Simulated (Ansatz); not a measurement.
Species: C4H5ClSi, SMILES `Cl[SiH]1C=CC=C1` (charge 0, multiplicity 1).

Q: Give a relaxed geometry from B3LYP-D3(BJ)/def2-TZVP in Ansatz (an electronic-structure program).

A: the end point of this relaxation (outside a Z-matrix the atoms follow the SMILES, hydrogens last).
Z-matrix (Å, degrees):
```
Si
H 1 1.4774
C 1 1.8628 2 114.59
C 3 1.3417 1 106.38 2 -116.73
H 3 1.0800 4 122.99 1 -178.42
H 4 1.0851 3 123.68 5 0.07
C 4 1.4878 6 119.32 3 -179.82
C 7 1.3417 4 117.00 6 179.83
H 8 1.0800 7 122.99 4 -179.89
H 7 1.0851 8 123.68 9 -0.07
Cl 1 2.0687 2 106.67 3 126.98
```
